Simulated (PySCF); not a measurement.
Start geometry of `C=N[SiH2]I` from GFN2-xTB (Å):
```
atom  x, y, z in Å
C1     1.5514   -0.1501    0.5044
N2     0.3298    0.2040    0.6093
Si3   -1.1344   -0.1281   -0.2446
I4    -1.7458    2.1035   -1.0656
H5     1.9198   -0.8121   -0.2714
H6     2.2555    0.2801    1.1987
H7    -1.0852   -0.9858   -1.4135
H8    -2.0359   -0.5305    0.7857
```

Q: What comes out of this run: PBE0-D3(BJ)/def2-SVP geometry optimisation, gas phase, def2 core potentials past Kr in PySCF?

A: 
```
atom  x, y, z in Å
C1     1.5069   -0.1038    0.4715
N2     0.3482    0.2970    0.7766
Si3   -1.0835   -0.0676   -0.1592
I4    -1.8693    2.0179   -1.1609
H5     1.7467   -0.7258   -0.4184
H6     2.3726    0.1619    1.1059
H7    -0.8264   -1.0358   -1.2721
H8    -2.1405   -0.5635    0.7578
```

The energy falls by 17.2 kJ/mol over 8 energy and gradient evaluations, the largest force component goes from 0.0424 to 2.4e-04 Eh/bohr, and the atoms move by 0.183 Å rms after alignment. The bond that changes most is Si3–H8 (SiH2 silicon to Si–H hydrogen), which lengthens by 0.058 Å. Bonds longer at the end by more than 0.005 Å: 5 of 7; shorter: 2. Among the angles that change most is C1–N2–Si3, from 135.8° to 123.7°. Rotational constants go from 8782, 1274, 1148 to 9760, 1225, 1132 MHz. The orientation of the end geometry is arbitrary; only internal coordinates are fixed.

The run used 92 basis functions and 57 SCF cycles in all.

No PBE0-D3(BJ)/def2-SVP frequencies stand behind this structure, so it isn't proved a minimum. One conformer, not necessarily the lowest.
